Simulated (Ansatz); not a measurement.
System: SiH2F, charge 0, doublet. SiH2F (SMILES F[SiH2], doublet).
B3LYP-D3(BJ)/def2-TZVP minimum from Ansatz (a quantum-chemistry and plane-wave program):
```
Si
F 1 1.6108
H 1 1.4871 2 107.72
H 1 1.4871 3 111.30 2 -117.87
```
Charge 0, spin multiplicity 2.

Total energies in hartree (Ansatz). UHF or UKS for unpaired electrons; spin-orbit terms are left out. Correlated methods leave the cores frozen. No relativity. For partners of very few electrons the exact lower level stands in for a higher one.

| species | HF/cc-pV(T+d)Z | CCSD(T)/cc-pV(T+d)Z | HF/cc-pV(Q+d)Z | CCSD(T)/cc-pV(Q+d)Z | CCSDT(Q)/cc-pV(T+d)Z |
|---|---|---|---|---|---|
| 1: SiH2F (SMILES F[SiH2], doublet) | -389.60431 | -389.98995 | -389.61844 | -390.03521 | -389.99088 |
| 2: Si (triplet) | -288.85649 | -288.93344 | -288.85845 | -288.93781 | -288.93426 |
| 3: F (doublet) | -99.40552 | -99.62036 | -99.41377 | -99.65026 | -99.62061 |
| 4: H (doublet) | -0.49981 | -0.49981 | -0.49995 | -0.49995 | -0.49981 |

Work out the atomisation energy (electronic, to ground-state atoms) in kcal/mol: take Hartree-Fock from cc-pV(Q+d)Z, extrapolate the CCSD(T) correlation energy as X^-3 (X = 3, 4), and add CCSDT(Q) - CCSD(T) in cc-pV(T+d)Z. 1 hartree = 627.51 kcal/mol.


Species 1: correlation (64·(-0.41677) - 27·(-0.38564))/37 = -0.43949; step -0.00093; E1 = -389.61844 + (-0.43949) + (-0.00093) = -390.05886
Species 2: correlation (64·(-0.07936) - 27·(-0.07695))/37 = -0.08112; step -0.00082; E2 = -288.85845 + (-0.08112) + (-0.00082) = -288.94039
Species 3: correlation (64·(-0.23649) - 27·(-0.21484))/37 = -0.25229; step -0.00025; E3 = -99.41377 + (-0.25229) + (-0.00025) = -99.66631
Species 4: correlation (64·(0.00000) - 27·(0.00000))/37 = 0.00000; step +0.00000; E4 = -0.49995 + (0.00000) + (+0.00000) = -0.49995
-1·E1 +1·E2 +1·E3 +2·E4 = 0.45226 hartree = 283.8 kcal/mol.
